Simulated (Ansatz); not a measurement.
Consider the β-hydride elimination: `C[CH2][Mg][OH]` → `[OH][MgH]` + ethylene.

Computed with Ansatz on PBE0-D4/def2-TZVP structures; ΔE is electronic, products minus reactants. CCSD(T)/CBS is the MP2 limit (def2-TZVPP, def2-QZVPP) plus CCSD(T) − MP2 in def2-TZVPP, frozen cores. This one scheme is used for every species. Functionals use def2-TZVPP. HSE06 is defined as in plane-wave codes. For Mg outer-core shells are correlated without core-valence functions, which leaves a few kJ/mol of doubt a bond. One conformer a species, not always the lowest.

```
           level  ΔE (kJ/mol)
        HSE06-D4        127.8
         ωB97M-V        113.6
            PBE0        123.7
CCSD(T)/def2-SVP        109.3
```

(1) What does CCSD(T)/CBS give? (Estimate.)

Largest T1 diagnostic among the species: 0.011.

Answers

(1) The calculation gave: +116.0 kJ/mol. The listed levels differ from it by 11.8, -2.4, 7.7, -6.7 kJ/mol.

From BLYP to BHLYP (50 % exact exchange), in def2-TZVPP and without D4, ΔE moves by +16.1 kJ/mol. The D4 term adds +7.0 kJ/mol with B3LYP and +3.9 kJ/mol with PBE0; it sums over pairs of atoms, weighted by their polarisabilities, and B3LYP, whose exchange is more repulsive, gets the larger term. Leaving LDA and LC-ωPBE aside and taking each functional with its dispersion term where it has one, the values, not all of them listed here, spread over 33.5 kJ/mol, from B97M-V to PBE-QIDH. LDA lies +31.8 kJ/mol from PBE without D4.

B3LYP here is the variant with VWN-RPA as its local correlation; programs differ in this.
